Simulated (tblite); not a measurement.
Species: C7H6Cl (charge +1).
Atom-mapped SMILES: `[CH:1]#[C:2][C@:3]1([Cl:4])[CH+:5][CH:6]=[CH:7][CH2:8]1` (hydrogens: H9 on C1; H10 on C5; H11 on C6; H12 on C7; H13, H14 on C8)

Computed geometry: GFN2-xTB, gas phase.

**Question.** Give the optimised bond lengths and angles.

**Answer.** 
| bond | length (pm) |
| --- | --- |
| C1≡C2 | 120.2 |
| C2–C3 | 140.7 |
| C3–Cl4 | 193.9 |
| C3–C5 | 148.7 |
| C5–C6 | 145.9 |
| C6=C7 | 133.8 |
| C7–C8 | 149.4 |
| C3–C8 | 150.5 |
| C1–H9 | 105.3 |
| C5–H10 | 108.2 |
| C6–H11 | 107.4 |
| C7–H12 | 107.5 |
| C8–H13 | 109.2 |
| C8–H14 | 109.6 |

A selection of angles:
| angle | degrees |
| --- | --- |
| C1–C2–C3 | 179.2 |
| C2–C3–Cl4 | 111.5 |
| C2–C3–C5 | 125.8 |
| C2–C3–C8 | 122.0 |
| Cl4–C3–C5 | 65.5 |
| Cl4–C3–C8 | 111.3 |
| C5–C3–C8 | 106.8 |
| C3–C5–C6 | 107.1 |
| C5–C6–C7 | 110.1 |
| C6–C7–C8 | 112.1 |
| C3–C8–C7 | 103.9 |

Torsions: C2–C3–C5–C6 -154° (antiperiplanar); C3–C5–C6–C7 -1° (synperiplanar); C5–C6–C7–C8 2° (synperiplanar); C6–C7–C8–C3 -1° (synperiplanar); C2–C3–C8–C7 156° (antiperiplanar).

The 5-membered ring C3–C5–C6–C7–C8 has internal angles of 103.9° to 112.1°; it is planar, 0.01 Å rms from its mean plane, widest ring torsion 2°. C7 (carbon bonded to 2 C and H) is planar (angles 126.1°, 121.7° and 112.1°, sum 360.0°, 0.01 Å off the plane of its three neighbours). C6 (carbon bonded to 2 C and H) is planar (angles 127.1°, 122.8° and 110.1°, sum 360.0°, 0.00 Å off the plane of its three neighbours). The C–C distances run from 1.202 Å (C1≡C2, drawn triple) to 1.505 Å (C3–C8, drawn single), a spread of 0.303 Å. C5 (carbon bonded to 2 C and H) has angles 124.2°, 123.1° and 107.1°, sum 354.3°, 0.18 Å off the plane of its three neighbours.

Point group: C1 (no symmetry element, even within 0.4 Å). Its GFN2-xTB frequencies are all real (lowest 126 cm⁻¹).
